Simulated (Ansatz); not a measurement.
Ansatz results at the PBE0-D4/def2-TZVP geometry: LUMO energy (B3LYP/def2-TZVPP) -0.02 eV; LUMO energy (PBE/def2-TZVPP) -0.71 eV; size of the dipole moment (ωB97M-V/def2-TZVPP) 0.92 D.

Each molecule was computed in one conformer, which needn't be the lowest.

(1) Which molecule gave them?
A. `BCBC`
B. `C#CSS[SiH2]C`
C. `C[Si](N)(Cl)Cl`
D. `NC[SiH](Cl)Cl`

Answers

(1) D. The others give `C[Si](N)(Cl)Cl`: 0.32, -0.17, 2.40; `BCBC`: -1.95, -2.72, 0.80; `C#CSS[SiH2]C`: -1.81, -2.55, 1.91.

B3LYP here is the variant with VWN-RPA as its local correlation; programs differ in this.
